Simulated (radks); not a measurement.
Problem. Coherent X-ray form factor from a spherical all-electron density. Method: Dirac Kohn-Sham, B86b exchange with PBE correlation, spin-unpolarised, spherical densities, finite nucleus; Fermi nuclear charge, rms radius of each element as measured or else 0.836 A^(1/3) + 0.57 fm; computed with a radial shooting solver on a logarithmic mesh with Libxc functionals.

sin(theta)/lambda (1/angstrom),f0 (electrons)
0.05,50.913
0.1,50.653
0.15,50.225
0.2,49.635
0.25,48.892
0.3,48.008
0.4,45.868
0.5,43.337
0.6,40.547
0.8,34.707
1,29.234
1.25,23.688
1.5,19.772
2,15.363

The species is in the configuration that NIST lists as its ground one. Which atom or ion scatters so?

Solution. The thallium ion Tl30+, [Kr] 4d10 4f5. Extrapolating in s^2 from the first two rows gives f0(0) = 51.0, near the electron count 51; among species with that count, the fall with angle is slower the higher Z, and the table is that of Z = 81; from so few rows the species is fixed only to a neighbour or two.
